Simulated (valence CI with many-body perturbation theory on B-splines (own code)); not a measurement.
# E1 transitions of Rh²⁹⁺

Computed by configuration interaction combined with many-body perturbation theory (CI+MBPT): six valence electrons over a frozen Dirac-Fock core [Ne], radial functions for each j: 9 s, 9 p, 8 d, 6 f, 3 g, 1 h, with the one-electron correlation potential Σ1, the two-electron term Σ2, the three-electron term Σ3, Breit, model QED; selected CI, second order for the rest, scaled by the run's own slope (own B-spline code, finite nucleus).

The last digits are not significant, and no measured levels were compared; by estimate large intervals hold to a few tenths of a per cent, small ones and those within an open d or f shell to about a per cent. Among the levels kept, up to 1500 cm⁻¹ of a level comes from second order outside the variational space, and about a tenth of that is noise between levels of different J, which matters for small intervals.

Lines 51 to 82 of 82 in falling wavelength, among levels below 189.47 eV, chosen from the strongest by gf and those to the six lowest levels. Wavelengths and rates use the calculated energies. Electric multipoles are in the length gauge, E1 and E2 with the static RPA response of the core. Weak lines are less certain than strong ones. Lines between different terms over intervals too small for the method are left out, as are lines whose strength nearly cancels. Where a level lies close to another of its J and parity, the split of strength between their lines is uncertain. The highest levels of a list are the least certain.

Levels are named by their leading jj configuration (3d3/2^4 stands for four electrons in 3d with j = 3/2), which in mixed levels can hold well under half, so a name can repeat and another be missing. Letters in brackets count levels of one name in rising energy.

```csv
λ vac (Å),Upper,Lower,A (s⁻¹),log gf,Branch %
88.03,(3s^2 3p1/2 3p3/2^2 3d5/2) J=3 [b],(3s^2 3p1/2 3p3/2^3) J=2,9.63e+08,-2.11,5.1
87.77,(3s^2 3p1/2^2 3p3/2 3d5/2) J=3,(3s^2 3p1/2^2 3p3/2^2) J=2,2.98e+10,-0.62,99.9
87.55,(3s^2 3p1/2 3p3/2^2 3d5/2) J=0,(3s^2 3p1/2 3p3/2^3) J=1,4.08e+10,-1.33,100.0
86.95,(3s^2 3p1/2 3p3/2^2 3d5/2) J=2 [a],(3s^2 3p1/2 3p3/2^3) J=1,1.12e+10,-1.20,19.6
86.88,(3s^2 3p1/2 3p3/2^2 3d5/2) J=2 [b],(3s^2 3p1/2 3p3/2^3) J=2,3.35e+10,-0.72,20.3
86.69,(3s^2 3p1/2 3p3/2^2 3d3/2) J=1 [b],(3s^2 3p1/2 3p3/2^3) J=2,7.92e+07,-3.57,0.0
86.36,(3s^2 3p1/2 3p3/2^2 3d3/2) J=2 [c],(3s^2 3p1/2 3p3/2^3) J=1,1.76e+10,-1.01,7.9
85.10,(3s^2 3p1/2 3p3/2^2 3d5/2) J=3 [c],(3s^2 3p1/2 3p3/2^3) J=2,3.46e+10,-0.58,25.3
84.79,(3s^2 3p1/2^2 3p3/2 3d5/2) J=1,(3s^2 3p1/2^2 3p3/2^2) J=2,1.26e+09,-2.39,5.4
84.73,(3s^2 3p1/2 3p3/2^2 3d5/2) J=1 [a],(3s^2 3p1/2^2 3p3/2^2) J=0,1.60e+10,-1.29,49.4
84.34,(3s^2 3p1/2 3p3/2^2 3d3/2) J=1 [a],(3s^2 3p1/2^2 3p3/2^2) J=2,5.53e+08,-2.75,7.5
83.55,(3s^2 3p1/2 3p3/2^2 3d5/2) J=2 [b],(3s^2 3p1/2 3p3/2^3) J=1,1.11e+10,-1.24,6.7
83.50,(3s^2 3p1/2 3p3/2^2 3d3/2) J=1 [c],(3s^2 3p1/2 3p3/2^3) J=2,1.15e+11,-0.44,35.9
83.41,(3s^2 3p1/2 3p3/2^2 3d3/2) J=2 [a],(3s^2 3p1/2^2 3p3/2^2) J=2,3.36e+09,-1.76,96.3
83.37,(3s^2 3p1/2 3p3/2^2 3d3/2) J=1 [b],(3s^2 3p1/2 3p3/2^3) J=1,2.96e+10,-1.03,7.9
81.78,(3s^2 3p1/2 3p3/2^2 3d3/2) J=3 [a],(3s^2 3p1/2^2 3p3/2^2) J=2,3.15e+09,-1.65,99.3
80.41,(3s^2 3p1/2 3p3/2^2 3d3/2) J=1 [c],(3s^2 3p1/2 3p3/2^3) J=1,7.74e+09,-1.65,2.4
79.92,(3s^2 3p1/2 3p3/2^2 3d5/2) J=3 [a],(3s^2 3p1/2^2 3p3/2^2) J=2,2.67e+09,-1.75,97.2
79.60,(3s^2 3p1/2 3p3/2^2 3d5/2) J=1 [a],(3s^2 3p1/2^2 3p3/2^2) J=2,4.12e+09,-1.93,12.7
77.11,(3s^2 3p1/2 3p3/2^2 3d5/2) J=1 [b],(3s^2 3p1/2^2 3p3/2^2) J=0,5.02e+08,-2.87,0.3
75.92,(3s^2 3p1/2 3p3/2^2 3d3/2) J=2 [b],(3s^2 3p1/2^2 3p3/2^2) J=2,2.09e+10,-1.04,93.2
72.89,(3s^2 3p1/2 3p3/2^2 3d3/2) J=1 [b],(3s^2 3p1/2^2 3p3/2^2) J=0,4.94e+10,-0.93,13.2
72.84,(3s^2 3p1/2 3p3/2^2 3d5/2) J=1 [b],(3s^2 3p1/2^2 3p3/2^2) J=2,1.20e+11,-0.54,80.3
71.50,(3s^2 3p1/2 3p3/2^2 3d5/2) J=2 [a],(3s^2 3p1/2^2 3p3/2^2) J=2,4.60e+10,-0.75,80.4
71.09,(3s^2 3p1/2 3p3/2^2 3d3/2) J=2 [c],(3s^2 3p1/2^2 3p3/2^2) J=2,2.04e+11,-0.11,91.9
70.74,(3s^2 3p1/2 3p3/2^2 3d3/2) J=3 [b],(3s^2 3p1/2^2 3p3/2^2) J=2,2.62e+11,0.14,96.3
70.62,(3s^2 3p1/2 3p3/2^2 3d3/2) J=1 [c],(3s^2 3p1/2^2 3p3/2^2) J=0,1.94e+11,-0.36,60.3
69.91,(3s^2 3p1/2 3p3/2^2 3d5/2) J=3 [b],(3s^2 3p1/2^2 3p3/2^2) J=2,1.78e+10,-1.04,94.8
69.18,(3s^2 3p1/2 3p3/2^2 3d5/2) J=2 [b],(3s^2 3p1/2^2 3p3/2^2) J=2,1.20e+11,-0.37,72.9
69.06,(3s^2 3p1/2 3p3/2^2 3d3/2) J=1 [b],(3s^2 3p1/2^2 3p3/2^2) J=2,2.96e+11,-0.20,78.9
68.04,(3s^2 3p1/2 3p3/2^2 3d5/2) J=3 [c],(3s^2 3p1/2^2 3p3/2^2) J=2,1.02e+11,-0.30,74.7
67.02,(3s^2 3p1/2 3p3/2^2 3d3/2) J=1 [c],(3s^2 3p1/2^2 3p3/2^2) J=2,3.94e+09,-2.10,1.2
```

How does gf follow from A for the line at 70.62 Å?

gf = 1.4992 × (2J+1)_upper × A / σ², with σ = 1416117 cm⁻¹ and 2J+1 = 3: gf = 0.434.
